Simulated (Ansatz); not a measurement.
`N[AsH]S` + `CNCOC` → `CN[AsH]N` + `COCS`  (formal exchange of groups at the As–S bond)

Program: Ansatz. Geometries: PBE0-D4/def2-TZVP. ΔE: electronic, gas phase. CBS: MP2 limit from def2 TZ/QZ plus the TZ coupled-cluster correction, frozen cores. This one scheme is used for every species. DFT in def2-TZVPP. B3LYP here is the variant with VWN-RPA as its local correlation; programs differ in this. For As outer-core shells are correlated without core-valence functions, which leaves a few kJ/mol of doubt a bond. Scalar relativity is left out up to krypton. One conformer a species, not always the lowest.

```csv
level,ΔE (kcal/mol),difference from CCSD(T)/CBS
PBE-D4,13.5,0.9
r2SCAN-D4,13.7,1.1
PBE0-D4,14.2,1.6
B3LYP-D4,13.6,1.0
ωB97X-V,13.3,0.7
ωB97M-V,13.5,0.9
B2PLYP,13.0,0.4
PBE,13.4,0.8
r2SCAN,13.7,1.1
PBE0,14.1,1.5
B3LYP,13.5,0.9
HF/def2-TZVPP,14.3,1.7
MP2/def2-TZVPP,12.3,-0.3
SCS-MP2/def2-TZVPP,12.0,-0.6
CCSD/def2-TZVPP,12.7,0.1
CCSD(T)/def2-TZVPP,12.5,-0.1
HF/def2-QZVPP,14.2,1.6
MP2/def2-QZVPP,12.3,-0.3
SCS-MP2/def2-QZVPP,12.0,-0.6
HF/CBS(def2),14.2,1.6
MP2/CBS(def2),12.4,-0.2
CCSD/CBS(def2),12.9,0.3
CCSD(T)/CBS,12.6,0
```

Largest T1 diagnostic among the species: 0.011.

In def2-TZVPP, CCSD(T) changes the Hartree–Fock value by −1.9 kcal/mol (the triples alone add −0.3 kcal/mol) and MP2 by −2.0 kcal/mol.
